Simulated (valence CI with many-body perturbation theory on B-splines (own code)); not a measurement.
## Pd XXXII in three bases

Computed by valence CI with perturbative core correlation (CI+MBPT): five valence electrons over a frozen Dirac-Fock core [Ne], radial functions for each j: 9 s, 9 p, 8 d, 6 f, 3 g, 1 h, with the one-electron correlation potential Σ1, the two-electron term Σ2, the three-electron term Σ3, Breit, model QED; selected CI, second order for the rest, scaled by the run's own slope (own B-spline code, finite nucleus).

No measured spectrum was set against this ion. As an estimate, large intervals hold to a few tenths of a per cent, small ones and those within an open d or f shell to about a per cent. Among the levels kept, up to 1700 cm⁻¹ of a level comes from second order outside the variational space, and about a tenth of that is noise between levels of different J, which matters for small intervals.

The reference run has the lowest level (3s^2 3p1/2^2 3p3/2) J=3/2 and an ionisation energy of 1854.31 eV. Its largest variational space holds 19985 state functions.

Levels are named by their leading jj configuration (3d3/2^4 stands for four electrons in 3d with j = 3/2), which in mixed levels can hold well under half, so a name can repeat and another be missing. Letters in brackets count levels of one name in rising energy.

Changed runs:
A. basis 6 s, 6 p, 5 d, 3 f, 1 g
B. basis 5 s, 5 p, 4 d, 2 f

Excitation energies of the reference run in cm⁻¹, and shifts in cm⁻¹:

```
                             Level  Reference       A      B
        (3s^2 3p1/2 3p3/2^2) J=3/2     250833     -55   -155
        (3s^2 3p1/2 3p3/2^2) J=5/2     302847     +65   +270
        (3s^2 3p1/2 3p3/2^2) J=1/2     367984    +115   +412
              (3s^2 3p3/2^3) J=3/2     622288     +45   +201
        (3s 3p1/2^2 3p3/2^2) J=5/2     900624    -114   -377
        (3s^2 3p1/2^2 3d3/2) J=3/2     962544    +147   +235
        (3s 3p1/2^2 3p3/2^2) J=1/2    1040650     -23    -53
        (3s 3p1/2^2 3p3/2^2) J=3/2    1069480    +110   +272
        (3s^2 3p1/2^2 3d5/2) J=5/2    1111010    +331   +800
          (3s 3p1/2 3p3/2^3) J=3/2    1192310     -37   -206
(3s^2 3p1/2 3p3/2 3d3/2) J=5/2 [a]    1226950    +151   +253
(3s^2 3p1/2 3p3/2 3d3/2) J=3/2 [a]    1227980    +142   +185
            Ionisation energy (eV)    1854.31  -0.039  -0.13
```
